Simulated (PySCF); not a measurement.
# Assignment exercise: C₉H₁₀Si

Geometry:
```
atom   x (Å)   y (Å)   z (Å)
  C1  -2.437  -1.122   0.092
  C2  -1.461   0.006  -0.003
  C3  -1.801   1.300  -0.115
 Si4  -0.291   2.411  -0.207
  C5   0.797   0.876  -0.074
  C6   2.169   0.736  -0.061
  C7   2.745  -0.523   0.049
  C8   1.941  -1.645   0.145
  C9   0.560  -1.522   0.132
 C10  -0.019  -0.267   0.023
 H11  -2.294  -1.671   1.023
 H12  -2.294  -1.819  -0.735
 H13  -3.458  -0.750   0.061
 H14  -2.835   1.607  -0.144
 H15  -0.138   3.120  -1.479
 H16  -0.144   3.322   0.930
 H17   2.799   1.612  -0.136
 H18   3.821  -0.627   0.059
 H19   2.390  -2.624   0.230
 H20  -0.054  -2.408   0.207
```

- GFN2-xTB geometry
- PBE0/pcSseg-1 with gauge-including orbitals
- run in PySCF 2.14
- no solvent model, relativity neglected, equivalent nuclei averaged, single conformer

Scale: TMS for 13C (σ = 186.93 ppm), 1H (σ = 31.72 ppm) (reference shieldings calculated alike).

Question: Assign these signals to the numbered atoms. 13C{1H} NMR (computed): δ 167.6 (C), 155.6 (C), 141.5 (C), 139.8 (CH), 135.3 (CH), 132.1 (CH), 128.7 (CH), 126.4 (CH), 22.6 (CH3).

Answer: 
| δ (ppm) | atoms | environment | reason |
| --- | --- | --- | --- |
| 167.6 | C2 | fully substituted alkene carbon | – |
| 155.6 | C10 | substituted aromatic carbon | – |
| 141.5 | C5 | substituted aromatic carbon | – |
| 139.8 | C6 | aromatic CH | the aromatic region |
| 135.3 | C8 | aromatic CH | – |
| 132.1 | C7 | aromatic CH | – |
| 128.7 | C3 | alkene CH | as expected for a trigonal carbon in a double bond |
| 126.4 | C9 | aromatic CH | the aromatic region |
| 22.6 | C1 | allylic methyl carbon | aliphatic region, no heteroatom directly attached |

C5 and C6 lie closer than the usual error of such a calculation, so a measured spectrum could show them in the other order.

Question: Assign these signals to the numbered atoms. 1H NMR (600 MHz, computed): δ 7.89 (d, 1H), 7.65 (m, 1H), 7.59 (m, 1H), 7.50 (m, 1H), 6.06 (t, 1H), 4.81 (m, 2H), 2.43 (s, 3H).

Answer: 
7.89 → H17, hydrogen on an aromatic CH: ring-current deshielding
7.65 → H19, hydrogen on an aromatic CH
7.59 → H20, hydrogen on an aromatic CH
7.50 → H18, hydrogen on an aromatic CH
6.06 → H14, hydrogen on an alkene CH: olefinic region
4.81 → H15/H16, hydrogen on a silicon bonded to 2 C, in a 5-membered ring
2.43 → H11/H12/H13, hydrogen on an allylic methyl carbon: allylic position

H19 and H20; H20 and H18 lie closer than the usual error of such a calculation, so a measured spectrum could show them in the other order.

Shifts are as computed. Against solution values, carbons near 30 ppm lie about +3 ppm off and those near 130 ppm about +5 ppm. Of 1211 compounds with measured shifts, 218 miss one by over three times the rms of a fit or turn the order of signals round; such compounds aren't used in these exercises. Multiplicities follow the n + 1 count of equivalent neighbours, as no J values were calculated; m marks all less simple cases, F and P coupling included.
